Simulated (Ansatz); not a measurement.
`C#[C][Ga]([F])[Cl]`, charge 0, multiplicity 1.

Problem. Give a relaxed structure at PBE0-D4/def2-TZVP (Ansatz). (Best estimate.)

Solution. Computed: 
```xyz
6

C     1.376    1.239   -0.485
C     0.525    0.454   -0.148
Ga   -0.814   -0.767    0.354
F    -0.764   -1.537    1.911
Cl   -2.455   -1.323   -0.853
H     2.131    1.934   -0.779
```
Point group Cs.
